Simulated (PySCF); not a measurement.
## `O=CO[C@@H]1CC[Si@H]1Br`, C₄H₇BrO₂Si

Geometry:
```tsv
atom	x (Å)	y (Å)	z (Å)
O1	2.021	1.368	0.281
C2	2.392	0.262	-0.038
O3	1.666	-0.813	-0.022
C4	0.325	-0.615	0.442
C5	-0.770	-1.189	-0.463
C6	-1.772	-0.023	-0.377
Si7	-0.384	1.162	0.237
Br8	-0.754	2.147	2.179
H9	3.412	0.055	-0.390
H10	0.283	-1.034	1.452
H11	-1.159	-2.151	-0.135
H12	-0.385	-1.300	-1.477
H13	-2.543	-0.221	0.366
H14	-2.276	0.196	-1.315
H15	-0.059	2.163	-0.761
```

Level of theory: PySCF, TDDFT LC-wPBE/def2-SVPD circular dichroism and optical rotation, one conformer, gas phase. Geometry: GFN2-xTB.

The molecule is flexible and this is one conformer; a measurement averages over conformers. The calculation is non-relativistic, which matters for the atoms heavier than Zn.

Draw the ECD and absorption spectra from the lowest 12 states, each a Gaussian of half-width 0.35 eV at 1/e height.


| E (eV) | λ (nm) | Δε (L mol⁻¹ cm⁻¹) | ε (L mol⁻¹ cm⁻¹) |
| --- | --- | --- | --- |
| 5.54 | 224 | +0.32 | 18.3 |
| 5.69 | 218 | +0.92 | 52.1 |
| 5.84 | 212 | +1.82 | 103 |
| 5.99 | 207 | +2.57 | 148 |
| 6.14 | 202 | +2.90 | 174 |
| 6.29 | 197 | +3.39 | 223 |
| 6.44 | 193 | +4.76 | 346 |
| 6.59 | 188 | +6.14 | 508 |
| 6.74 | 184 | +5.50 | 629 |
| 6.89 | 180 | +2.51 | 715 |
| 7.04 | 176 | -0.28 | 827 |
| 7.19 | 172 | -0.97 | 950 |
| 7.34 | 169 | -3.05 | 1120 |
| 7.49 | 166 | -13.58 | 1580 |
| 7.64 | 162 | -31.39 | 2590 |
| 7.79 | 159 | -39.51 | 3940 |
| 7.94 | 156 | -22.83 | 5120 |
| 8.09 | 153 | +6.43 | 5960 |
| 8.24 | 150 | +21.00 | 6620 |
| 8.39 | 148 | +13.64 | 6710 |

Δε uses R in velocity form, ε uses f in length form. Only the states computed contribute, so the short-wavelength end is incomplete.
